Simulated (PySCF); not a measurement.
**`C=C/C=C(/[SiH2]F)SC`: 4 charge schemes on one density**

Compound: C5H9FSSi.
Geometry (GFN2-xTB, Å), atoms numbered from 1 in this order:
```xyz
17
C5H9FSSi angstrom
C      3.494   -0.434    0.447
C      2.284    0.106    0.308
C      1.066   -0.650    0.401
C     -0.184   -0.166    0.228
Si    -1.659   -1.336    0.321
F     -2.676   -0.841    1.473
S     -0.377    1.537   -0.207
C     -2.157    1.847   -0.013
H      4.392    0.154    0.376
H      3.621   -1.488    0.633
H      2.178    1.165    0.114
H      1.177   -1.701    0.634
H     -2.466   -1.323   -0.891
H     -1.219   -2.649    0.756
H     -2.285    2.910   -0.192
H     -2.471    1.602    0.996
H     -2.724    1.280   -0.745
```

Density: PBE0/pcSseg-1 (PySCF); schemes: Mulliken, IAO, Hirshfeld and ESP-fitted. One conformer (not necessarily the lowest) at the GFN2-xTB geometry, without solvent, vibrations or thermal averaging.

Question: Atoms with like bonding are taken together and averaged. At which atom do the 4 schemes differ most?

Answer: At Si5: from +0.414 (Hirshfeld) to +1.072 e (IAO), 0.658 e apart.

Question: Do the Mulliken, IAO, Hirshfeld and ESP-fitted schemes agree on where the charge is highest?

Answer: All schemes agree: Mulliken Si5 (+1.005); IAO Si5 (+1.072); Hirshfeld Si5 (+0.414); ESP-fitted Si5 (+0.584).

Question: Do the Mulliken, IAO, Hirshfeld and ESP-fitted schemes agree on where the charge is lowest?

Answer: The schemes don't all agree: Mulliken C4 (-0.543); IAO F6 (-0.544); Hirshfeld F6 (-0.201); ESP-fitted C1 (-0.445).

Question: What partial charge does each atom carry?

Answer: In e; atoms taken as equivalent share a row and are averaged (×n: the atom named and its like, n in all):

```json
{"atom": "C1", "environment": "terminal =CH2 carbon", "Mulliken": "-0.123", "IAO": "-0.298", "Hirshfeld": "-0.084", "ESP-fitted": "-0.445"}
{"atom": "C2", "environment": "alkene CH carbon", "Mulliken": "-0.194", "IAO": "-0.141", "Hirshfeld": "-0.050", "ESP-fitted": "+0.004"}
{"atom": "C3", "environment": "alkene CH carbon", "Mulliken": "-0.076", "IAO": "-0.145", "Hirshfeld": "-0.059", "ESP-fitted": "-0.188"}
{"atom": "C4", "environment": "fully substituted alkene carbon", "Mulliken": "-0.543", "IAO": "-0.419", "Hirshfeld": "-0.119", "ESP-fitted": "-0.138"}
{"atom": "Si5", "environment": "fluorine-bound silicon", "Mulliken": "+1.005", "IAO": "+1.072", "Hirshfeld": "+0.414", "ESP-fitted": "+0.584"}
{"atom": "F6", "environment": "silicon-bound fluorine", "Mulliken": "-0.432", "IAO": "-0.544", "Hirshfeld": "-0.201", "ESP-fitted": "-0.289"}
{"atom": "S7", "environment": "sulfide sulfur", "Mulliken": "+0.046", "IAO": "+0.156", "Hirshfeld": "+0.030", "ESP-fitted": "-0.118"}
{"atom": "C8", "environment": "S-methyl carbon", "Mulliken": "-0.408", "IAO": "-0.509", "Hirshfeld": "-0.118", "ESP-fitted": "-0.416"}
{"atom": "H9", "environment": "vinylic hydrogen", "Mulliken": "+0.120", "IAO": "+0.159", "Hirshfeld": "+0.052", "ESP-fitted": "+0.189"}
{"atom": "H10", "environment": "vinylic hydrogen", "Mulliken": "+0.116", "IAO": "+0.148", "Hirshfeld": "+0.048", "ESP-fitted": "+0.190"}
{"atom": "H11", "environment": "vinylic hydrogen", "Mulliken": "+0.139", "IAO": "+0.154", "Hirshfeld": "+0.038", "ESP-fitted": "+0.130"}
{"atom": "H12", "environment": "vinylic hydrogen", "Mulliken": "+0.096", "IAO": "+0.145", "Hirshfeld": "+0.044", "ESP-fitted": "+0.157"}
{"atom": "H13/H14", "environment": "Si–H hydrogen", "Mulliken": "-0.121", "IAO": "-0.140", "Hirshfeld": "-0.072", "ESP-fitted": "-0.093"}
{"atom": "H15/H16/H17", "environment": "methyl hydrogen", "Mulliken": "+0.166", "IAO": "+0.167", "Hirshfeld": "+0.049", "ESP-fitted": "+0.175"}
```

Mean size of the charges over all atoms: IAO 0.275 e, Mulliken 0.238 e, ESP-fitted 0.210 e, Hirshfeld 0.091 e. Each set sums to the total charge, 0, to within 0.001 e. The ESP scheme fits charges at the nuclei, held to the total charge, to the electrostatic potential on points at 1.4 to 2.0 times the van der Waals radii.

Some averages cover members that differ in this geometry: H15/H16/H17, ESP-fitted +0.148 to +0.205 e.

Question: Sum the charges by element, for elements with more than one atom.

Answer: 
```
element  atoms  Mulliken     IAO  Hirshfeld  ESP-fitted
      C      5    -1.345  -1.511     -0.430      -1.183
      H      9    +0.726  +0.827     +0.187      +1.005
```

Question: How many electrons does the Mulliken scheme count on C2?

Answer: Z − q = 6 − (-0.194) = 6.194.

Question: How closely do the schemes follow one another over all atoms?

Answer: Correlation coefficient and root-mean-square difference: IAO with Hirshfeld 0.98, 0.239 e; Mulliken with IAO 0.98, 0.076 e; Mulliken with Hirshfeld 0.97, 0.211 e; IAO with ESP-fitted 0.90, 0.175 e; Hirshfeld with ESP-fitted 0.87, 0.155 e; Mulliken with ESP-fitted 0.84, 0.182 e.
